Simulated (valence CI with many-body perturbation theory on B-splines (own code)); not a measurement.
The numbers below are computed, except where a source is named.
**Ta⁵⁸⁺: input, log and results**

Method: relativistic CI+MBPT: five valence electrons over a frozen Dirac-Fock core [Ne], a basis of 9 s, 9 p, 8 d, 6 f, 3 g, 1 h functions for each j, with the one-electron correlation potential Σ1 (screened to all orders), the two-electron term Σ2, the three-electron term Σ3, Breit, model QED; selected single and double excitations, second order for the rest (own B-spline code, finite nucleus).

Command, and the settings that its task file holds:

```sh
python run_cv.py task.json out
```

```
atom Ta  Z=73  mass_number=181  rms_radius_fm=5.3507
core [Ne]
valence 3s2 3p3
avg = 1
basis = M
breit = 1
cap = 40000
capref = 1200
cscale = 1
de = 0.0
dress = 0
eps = 2e-08
h = 0.27
hh = 1
l2 = 3
lcore = 6
maxit = 60
n2 = 5
natural = 1
nlev = 45
nno = [5, 5, 5, 4, 2, 1]
nroot = 26
nsp = [4, 4, 3, 2, 1, 0]
pt2 = 1
qed = 1
rpa = 1
s1 = 1
s2 = 1
s3 = 1
screen = 1
tol = 2e-05
```

It took 2.8 min on 1 thread of Arm Neoverse V2 (shared host).

Log. The first blocks belong to the next ion, which gives the ionisation energy. Fields: 2J, parity (1 odd), roots, reference size, generating configurations, candidates as configurations/state functions, variational space P, stored matrix elements, Davidson steps; e2 is the range of second-order energies in hartree. The first line gives the box (bohr), its intervals, the orbitals and the steps of their self-consistent field. Window is the range of levels sought, series limit the energy at which the first omitted orbital would enter, core excitation an estimate of the first excitation out of the core, left out the lowest levels not solved, and shifts from estimates the range by which levels moved from their first estimate, all in cm⁻¹.

```
rmax 1.9 intervals 55 orbitals 63 references ['3s2 3p3', '3s2 3p2 3d', '3s 3p4', '3s 3p3 3d', '3s2 3p 3d2'] scf 3 t 0.8
2J=0 par=0 roots 2 ref 24 generators 7 cand 8199/12662 P 2211/3179 nnz 1.1e+06 it 5
2J=0 par=0 roots 2 ref 24 generators 8 cand 7569/12936 P 3217/4825 nnz 1.9e+06 it 5
   second order: generators 13 cand 8065/14232 e2 -0.00003 -0.00001
reference levels 772, estimated 147, window 6916760 1/cm; series limit 36144010, core excitation 64892804
2J=3 par=1 roots 10 ref 110 generators 20 cand 26002/252412 P 1950/7998 nnz 5.5e+06 it 8
2J=3 par=1 roots 10 ref 110 generators 27 cand 26381/265214 P 6959/39982 nnz 9.1e+07 it 9
   second order: generators 41 cand 39866/575001 e2 -0.00220 -0.00043
2J=3 par=0 roots 9 ref 71 generators 16 cand 24965/241065 P 1889/7991 nnz 5.9e+06 it 9
2J=3 par=0 roots 9 ref 71 generators 23 cand 26457/265167 P 6789/39981 nnz 1e+08 it 10
   second order: generators 34 cand 32537/367889 e2 -0.00117 -0.00047
2J=5 par=0 roots 8 ref 74 generators 14 cand 25387/297019 P 1843/7993 nnz 6.1e+06 it 7
2J=5 par=0 roots 8 ref 74 generators 21 cand 26065/326599 P 6204/39996 nnz 1.1e+08 it 9
   second order: generators 34 cand 31112/440942 e2 -0.00171 -0.00077
2J=5 par=1 roots 8 ref 114 generators 15 cand 25577/308878 P 1678/7991 nnz 6.1e+06 it 6
2J=5 par=1 roots 8 ref 114 generators 24 cand 27014/328677 P 5990/39996 nnz 1e+08 it 8
   second order: generators 33 cand 35346/542487 e2 -0.00260 -0.00142
2J=1 par=1 roots 7 ref 67 generators 17 cand 25078/149916 P 2579/8000 nnz 4.8e+06 it 5
2J=1 par=1 roots 7 ref 67 generators 26 cand 24926/148764 P 9363/39992 nnz 8.1e+07 it 7
   second order: generators 37 cand 31276/256108 e2 -0.00059 -0.00018
2J=1 par=0 roots 6 ref 44 generators 15 cand 23146/134728 P 2585/7996 nnz 5.2e+06 it 6
2J=1 par=0 roots 6 ref 44 generators 20 cand 23417/144537 P 9480/39998 nnz 9e+07 it 7
   second order: generators 30 cand 27051/193006 e2 -0.00019 -0.00008
2J=7 par=0 roots 4 ref 54 generators 10 cand 24008/297266 P 1713/8000 nnz 6.3e+06 it 5
2J=7 par=0 roots 4 ref 54 generators 15 cand 25567/330592 P 5414/39982 nnz 1.3e+08 it 7
   second order: generators 23 cand 26973/376921 e2 -0.00083 -0.00055
2J=9 par=0 roots 2 ref 34 generators 5 cand 16461/216157 P 1723/7992 nnz 6.9e+06 it 5
2J=9 par=0 roots 2 ref 34 generators 11 cand 22346/261397 P 5413/38594 nnz 1.5e+08 it 6
   second order: generators 21 cand 24601/331333 e2 -0.00020 -0.00017
2J=7 par=1 roots 5 ref 93 generators 10 cand 25059/312000 P 1623/8000 nnz 6.3e+06 it 5
2J=7 par=1 roots 5 ref 93 generators 19 cand 26442/332726 P 5473/39999 nnz 1.1e+08 it 7
   second order: generators 30 cand 37802/638608 e2 -0.00177 -0.00129
2J=9 par=1 roots 3 ref 57 generators 11 cand 22760/281438 P 1796/8000 nnz 6.6e+06 it 5
2J=9 par=1 roots 3 ref 57 generators 14 cand 23181/286785 P 5582/39982 nnz 1.2e+08 it 5
   second order: generators 22 cand 31867/544906 e2 -0.00076 -0.00067
left out: unestimated 10005607, estimated 7471095, shifts from estimates -37 to 190
operators 0.6
```

The Davidson iterations converged.

The last digits are not significant, and no measured levels were compared; by estimate large intervals hold to a few tenths of a per cent, small ones and those within an open d or f shell to about a per cent. Among the levels kept, up to 550 cm⁻¹ of a level comes from second order outside the variational space, and about a tenth of that is noise between levels of different J, which matters for small intervals.

```yaml
Valence_energy: -1192.623 hartree
Ionisation_energy: "5908.7 eV (NIST: 5907 ± 6 eV (theoretical))"
Reference_configurations_for_the_orbitals: 3s2 3p3, 3s2 3p2 3d, 3s 3p4, 3s 3p3 3d, 3s2 3p 3d2
Radial_orbitals: 63
Box_radius: 1.942 bohr
Largest_variational_space: 39999
Lowest_levels: (3s^2 3p1/2^2 3p3/2) J=3/2 0.00, (3s^2 3p1/2^2 3d3/2) J=3/2 225.65, (3s^2 3p1/2^2 3d5/2) J=5/2 314.68, (3s^2 3p1/2 3p3/2^2) J=3/2 319.15, (3s^2 3p1/2 3p3/2^2) J=5/2 330.78, (3s^2 3p1/2 3p3/2^2) J=1/2 345.87, (3s 3p1/2^2 3p3/2^2) J=5/2 489.82, (3s 3p1/2^2 3p3/2^2) J=3/2 519.19, (3s 3p1/2^2 3p3/2^2) J=1/2 520.93, (3s^2 3p1/2 3p3/2 3d3/2) J=5/2 [a] 542.33, (3s^2 3p1/2 3p3/2 3d3/2) J=1/2 [a] 545.53, (3s^2 3p1/2 3p3/2 3d3/2) J=3/2 [a] 545.72, (3s^2 3p1/2 3p3/2 3d3/2) J=7/2 554.44, (3s^2 3p1/2 3p3/2 3d3/2) J=5/2 [b] 583.59 eV
```

Levels are named by their leading jj configuration (3d3/2^4 stands for four electrons in 3d with j = 3/2), which in mixed levels can hold well under half, so a name can repeat and another be missing. Letters in brackets count levels of one name in rising energy.
